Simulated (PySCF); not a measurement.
System: C$_{3}$HO, charge -1, multiplicity 1. It need not be the lowest isomer of its formula. Whether it binds its extra electron was not tested at this geometry. 
Geometry from a B3LYP-D3(BJ)/def2-TZVP (Ansatz) optimisation:
```xyz
5

O      1.4624    -0.2716     0.0599
C      0.2414    -0.0791     0.0093
C     -1.1136    -0.6052    -0.0602
C     -0.8503     0.7589    -0.0241
H     -1.3644     1.7246    -0.0296
```
Charge -1, spin multiplicity 1.

Dispersion corrections to the total energy (kcal/mol) from the dftd3 and dftd4 libraries through PySCF: D3(BJ) without and D4 with the three-body term, each with the damping fitted for the functional named.

```tsv
functional	D3(BJ)	D4
B2PLYP	-1.42	-1.52
TPSS	-2.20	-3.00
B2GP-PLYP	-1.11	-0.89
CAM-B3LYP	-1.29	…
BHLYP	-2.44	-2.48
PBE	…	-2.20
PW6B95	-0.82	…
```

Task: Some entries are withheld; supply them.

Result: 
- CAM-B3LYP, D4: -1.79
- PBE, D3(BJ): -1.76
- PW6B95, D4: -2.03
